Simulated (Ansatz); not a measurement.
Born–Oppenheimer molecular dynamics of C$_{3}$H$_{7}$FSi (12 atoms, charge 0, multiplicity 1). It goes on from the last frame of an earlier run, with new velocities.

Level of theory: Ansatz, RKS PBE0/STO-3G.

```yaml
ensemble: NVT, Nosé–Hoover chain
time_step: 1 fs
steps_asked: 250
set_temperature: 100 K
thermostat: time constant 100 fs, chain length 3 (defaults)
seed: 429508
```

First frame:

```xyz
12
Properties=species:S:1:pos:R:3
F -2.716 -0.373 0.138
C -1.966 0.716 0.470
C -0.641 0.889 0.143
C 0.185 -0.066 -0.720
Si 1.691 -0.878 0.121
H -2.490 1.482 1.088
H -0.189 1.859 0.483
H -0.466 -0.868 -1.081
H 0.534 0.467 -1.610
H 1.297 -1.617 1.268
H 2.665 0.120 0.540
H 2.341 -1.739 -0.838
```

Q: How far do the bonds stretch over the last three quarters of this one trajectory? (Pairs bonded in most of those frames.)

A: 
```tsv
bond	mean (Å)	spread (Å)	shortest	longest
F1–C2	1.364	0.014	1.33	1.40
C2–C3	1.344	0.021	1.30	1.38
C2–H6	1.108	0.021	1.07	1.14
C3–C4	1.519	0.020	1.47	1.56
C3–H7	1.096	0.019	1.06	1.13
C4–Si5	1.882	0.014	1.85	1.91
C4–H8	1.098	0.006	1.09	1.11
C4–H9	1.101	0.007	1.09	1.11
Si5–H10	1.445	0.026	1.41	1.48
Si5–H11	1.444	0.023	1.40	1.49
Si5–H12	1.445	0.020	1.41	1.48
```

Mean temperature of the second half: 122 K. The conserved energy stayed within 0.46 meV per atom of its start (net change 0.15 meV per atom), so the integration is sound. The mean temperature of the second half is 22 % above the set value. A run of 0.25 ps of so small a system gives no equilibrium averages. Limits of this set-up: minimal basis.

The run took 8.4 min on 1 thread of Intel(R) Xeon(R) Platinum 8259CL CPU @ 2.50GHz (Skylake/Cascade Lake), with other jobs on the host, peak memory 0.11 GiB.
